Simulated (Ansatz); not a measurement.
Rb₄H₅⁻. Charge -1, multiplicity 1. Geometry B3LYP-D4/def2-SVPD.

```xyz
9

Rb   -0.688    1.560   -2.103
Rb    2.212   -0.232    0.417
Rb   -1.543   -2.264   -0.653
Rb   -1.672    1.176    1.940
H     0.206    2.212    0.348
H    -3.358    0.393   -0.687
H     0.323   -0.930   -2.019
H    -0.369   -1.673    2.202
H     4.888   -0.241    0.556
```

In the def2 sets Rb takes a core potential; there is no spin–orbit coupling. At LDA (SPW92)/def2-TZVPD, PBE-D4/def2-TZVPD, BLYP-D4/def2-TZVPD, r2SCAN-D4/def2-TZVPD the highest occupied level of the charge -1 singlet lies above zero (up to 0.51 eV). The electron is either unbound and held by the finite basis, or the level is raised by self-interaction error. Another isomer (singlet) lies 0.42 eV lower at PBE0-D4/def2-TZVPD; other spin states weren't run for this one.

Task: Estimate the orbital energies around the gap (eV) in Ansatz with LDA (SPW92)/def2-TZVPD, PBE-D4/def2-TZVPD, BLYP-D4/def2-TZVPD, r2SCAN-D4/def2-TZVPD, PBE0-D4/def2-TZVPD.

Result: 
```csv
orbital,LDA (SPW92)/def2-TZVPD,PBE-D4/def2-TZVPD,BLYP-D4/def2-TZVPD,r2SCAN-D4/def2-TZVPD,PBE0-D4/def2-TZVPD
HOMO−9,-12.26,-12.27,-12.16,-12.80,-13.95
HOMO−8,-12.19,-12.19,-12.08,-12.71,-13.87
HOMO−7,-11.25,-11.26,-11.16,-11.73,-12.87
HOMO−6,-11.25,-11.25,-11.16,-11.73,-12.87
HOMO−5,-11.04,-11.03,-10.94,-11.49,-12.65
HOMO−4,-1.74,-1.57,-1.45,-1.65,-2.55
HOMO−3,-1.20,-1.08,-0.98,-1.18,-2.05
HOMO−2,-1.08,-0.96,-0.85,-1.10,-1.92
HOMO−1,-0.90,-0.77,-0.66,-0.87,-1.68
HOMO,0.29,0.43,0.51,0.39,-0.40
LUMO,1.17,1.19,1.20,1.62,1.53
LUMO+1,1.19,1.20,1.22,1.63,1.55
LUMO+2,1.30,1.28,1.31,1.70,1.60
LUMO+3,1.75,1.73,1.74,1.99,1.90
LUMO+4,1.76,1.74,1.75,2.02,1.91
LUMO+5,1.77,1.76,1.76,2.08,1.93
```
